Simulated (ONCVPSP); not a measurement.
# Which change was made? (W, ONCV)

- Element: W (Z = 74)
- Generator: ONCVPSP 4.0.1
- Type: optimised norm-conserving Vanderbilt (ONCV)
- Functional: revPBE
- Relativity: scalar-relativistic
- Frozen core: [Kr] 4d10 4f14
- Valence charge: 14
- Reference configuration: 5s2 5p6 5d4 6s1 (charge +1)
- Partial waves: 5s+6s: rc 2.05 bohr, ncon 3, nbas 6, qcut 5.2 1/bohr, 3 projectors, debl 1.2 Ha; 5p: rc 1.95 bohr, ncon 3, nbas 6, qcut 6 1/bohr, 2 projectors, debl 1.8 Ha; 5d: rc 1.90 bohr, ncon 4, nbas 7, qcut 4.3 1/bohr, 2 projectors, debl 0.9 Ha
- Local potential: polynomial inside 1.35 bohr (lpopt 5, dvloc0 3 Ha)
- Core correction: Teter function fitted to the true core (icmod 2), fcfact 0.2

In the p channel the program set the typed energies aside and used -1.862, 0.250 Ha.

Cutoffs, loose and tight: the cutoffs (Ha) at which the residual kinetic energy of the hardest occupied pseudo-wave falls to 1 and 0.1 mHa per electron. They do not see the model core or the augmentation charge, which bear on the density cutoff. Test errors are all-electron minus pseudo excitation energies from the reference, over the configurations 5s2 5p6 5d4 6s2; 5s2 5p6 5d4 6s0; 5s2 5p6 5d3 6s0; 5s1 5p6 5d4 6s2; variants that change the core or the reference have their own tests.

The base gives: outcome: generated, projector energies reset by the program; cutoff, loose: 36 Ha; cutoff, tight: 46 Ha; bound ghosts: none; GHOST(+) flags above zero: s, d; largest test error (meV): -816.

Problem. After one change the result is: outcome: generated, projector energies reset by the program; cutoff, loose: 12 Ha; cutoff, tight: 19 Ha; bound ghosts: none; GHOST(+) flags above zero: s, d; largest test error (meV): -961. Which change was it?
A. d: rc 2.78
B. d: rc 1.3; local potential polynomial inside 1.30 bohr (lpopt 5, dvloc0 3 Ha)
C. d: rc 2.26

Solution. A. The others give: d: rc 2.26 → outcome: generated, projector energies reset by the program; cutoff, loose: 25 Ha; cutoff, tight: 33 Ha; bound ghosts: none; GHOST(+) flags above zero: s; largest test error (meV): -868 | d: rc 1.3; local potential polynomial inside 1.30 bohr (lpopt 5, dvloc0 3 Ha) → outcome: generated, projector energies reset by the program; cutoff, loose: 15 Ha; cutoff, tight: 45 Ha; bound ghosts: none; GHOST(+) flags above zero: none; largest test error (meV): -781.
